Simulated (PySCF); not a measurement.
Compound: CH9BSi2.
Atom-mapped SMILES: `[BH2:1][SiH2:2][CH2:3][SiH3:4]` (hydrogens: H5, H6 on B1; H7, H8 on Si2; H9, H10 on C3; H11, H12, H13 on Si4)

Computed by this run: PBE0-D3(BJ)/def2-SVP geometry optimisation, gas phase (PySCF 2.14.0); density fitting, grid level 1; the optimiser is geomeTRIC in internal coordinates, started from a GFN2-xTB structure with every atom displaced at random (about 0.01 Å).

Step 0: E = -17598.6941 eV
```
atom  x, y, z in Å  |  force x, y, z in eV/Å
B1      2.1787    0.5614   -0.6532   -1.028   0.725   0.120
Si2     1.0026   -0.9125   -0.1433   -1.426  -0.694  -0.307
C3     -0.8503   -0.6573   -0.6231    1.111   0.452   1.443
Si4    -1.6717    0.7929    0.2415   -0.706  -0.843  -0.185
H5      1.7516    1.6749   -0.7541   -0.151   0.287   0.005
H6      3.2915    0.4354   -0.8865    1.739  -0.289  -0.305
H7      1.3947   -2.2185   -0.7233    0.259  -0.261  -0.206
H8      1.0444   -1.1467    1.3130    0.136   0.114   0.558
H9     -0.9014   -0.5105   -1.6756   -0.120   0.184  -1.444
H10    -1.3804   -1.5747   -0.3869   -0.306  -0.461   0.151
H11    -1.6583    0.6114    1.7071    0.134   0.008   0.358
H12    -3.1046    0.8570   -0.1665   -0.159   0.027  -0.024
H13    -1.0909    2.0700   -0.1206    0.518   0.750  -0.164
```

**Question.** Estimate the geometry and energy of step 1. (The exact step hangs on the optimiser's Hessian estimate; all steps are aligned on step 0, rigid shifts and turns removed.)

**Answer.** E = -17598.8933 eV, largest force 0.373 eV/Å
```
atom  x, y, z in Å  |  force x, y, z in eV/Å
B1      2.1951    0.5695   -0.6604    0.154  -0.045  -0.092
Si2     0.9616   -0.9446   -0.1656    0.027   0.035   0.113
C3     -0.8560   -0.6519   -0.6096   -0.057  -0.161  -0.332
Si4    -1.7371    0.7722    0.2398    0.184   0.167   0.040
H5      1.7911    1.7032   -0.7379   -0.034   0.090   0.010
H6      3.3800    0.3988   -0.8753   -0.156  -0.024   0.078
H7      1.4268   -2.2482   -0.7498   -0.057   0.034   0.021
H8      1.0946   -1.0702    1.3359   -0.011  -0.003  -0.110
H9     -0.9202   -0.5006   -1.7109   -0.009  -0.052   0.294
H10    -1.4146   -1.5813   -0.3889    0.042   0.059  -0.035
H11    -1.6586    0.6145    1.7245   -0.025  -0.011   0.018
H12    -3.1776    0.8496   -0.1545    0.005  -0.034  -0.025
H13    -1.0793    2.0722   -0.1189   -0.063  -0.055   0.020
```

The energy changes by -0.1992 eV. The first-order estimate −F·Δx gives -0.4617 eV and the mean of the old and new forces, exact on a quadratic surface, -0.2041 eV. The step makes an angle of 56° with the force vector and moves no atom by more than 0.096 Å.

The cost below is that of the whole optimisation. Hardware: one thread of an Arm Neoverse V1, shared host with 32 logical CPUs at a one-minute load of 17. Cost: 55 s wall, 0.46 GiB resident at most.
